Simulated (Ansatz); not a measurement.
`[SiH3][SnH2][SH]` + `[OH][AlH2]` → `[AlH2][O][SnH2][SiH3]` + H₂S  (ligand exchange at the Sn–S bond)

Isolated molecules relaxed with PBE0-D4/def2-TZVP in Ansatz; ΔE leaves out vibrations. CBS: MP2 limit from def2 TZ/QZ plus the TZ coupled-cluster correction, frozen cores. This one scheme is used for every species. DFT in def2-TZVPP. Elements past krypton have def2 core potentials. For Sn outer-core shells are correlated without core-valence functions, which leaves a few kJ/mol of doubt a bond. One conformer a species, not always the lowest.

| species | PBE0 energy (Eh) |
| --- | --- |
| `[SiH3][SnH2][SH]` | -905.36397 |
| `[OH][AlH2]` | -319.33577 |
| `[AlH2][O][SnH2][SiH3]` | -825.42177 |
| H₂S | -399.26243 |

(1) Work out ΔE.

Largest T1 diagnostic among the species: 0.014.

Answers

(1) ΔE = (-825.42177) + (-399.26243) − (-905.36397) − (-319.33577) = 0.01554 Eh = +40.8 kJ/mol. CCSD(T)/CBS gives +29.9 kJ/mol.

From r2SCAN to r2SCAN0 (25 % exact exchange), in def2-TZVPP and without D4, ΔE moves by +4.2 kJ/mol. At CCSD(T), def2-SVP lies −11.7 kJ/mol from the extrapolated value and def2-TZVPP −2.6 kJ/mol. Leaving LDA and LC-ωPBE aside and taking each functional with its dispersion term where it has one, the values, not all of them listed here, spread over 14.1 kJ/mol, from B97M-V to HSE06-D4.
